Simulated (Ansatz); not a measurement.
`C=[C](F)[InH][CH3]` + HCl → `[CH3][InH][Cl]` + `C=CF`  (ligand exchange at the In–C bond)

Computed with Ansatz on PBE0-D4/def2-TZVP structures; ΔE is electronic, products minus reactants. CCSD(T)/CBS adds triple-zeta CCSD(T) − MP2 to the extrapolated MP2 energy (def2 sets, frozen cores). This one scheme is used for every species. DFT in def2-TZVPP. B3LYP here is the variant with VWN-RPA as its local correlation; programs differ in this. HSE06 is defined as in plane-wave codes. Elements past krypton have def2 core potentials. For In outer-core shells are correlated without core-valence functions, which leaves a few kJ/mol of doubt a bond. One conformer a species, not always the lowest.

(1) Is it downhill or uphill in electronic energy at CCSD(T)/CBS, and by how much? (Estimate.)

(2) What do these levels give: revPBE-D4, BLYP-D4, B3LYP-D4, HSE06-D4, ωB97X-V, ωB97M-V, PBE, revPBE, r2SCAN0, MP2/def2-TZVPP, CCSD(T)/def2-TZVPP, CCSD/CBS(def2)? (Best estimate.)

Largest T1 diagnostic among the species: 0.013.

Results:

(1) Computed: Downhill: ΔE = -35.9 kcal/mol.

(2) Ansatz gave: revPBE-D4 -34.8, BLYP-D4 -35.5, B3LYP-D4 -36.8, HSE06-D4 -36.7, ωB97X-V -36.3, ωB97M-V -36.0, PBE -35.8, revPBE -36.1, r2SCAN0 -38.3, MP2/def2-TZVPP -35.1, CCSD(T)/def2-TZVPP -34.5, CCSD/CBS(def2) -36.8 kcal/mol.

From BLYP to BHLYP (50 % exact exchange), in def2-TZVPP and without D4, ΔE moves by −2.8 kcal/mol. In def2-TZVPP, CCSD(T) changes the Hartree–Fock value by +7.8 kcal/mol (the triples alone add +0.9 kcal/mol) and MP2 by +7.2 kcal/mol.
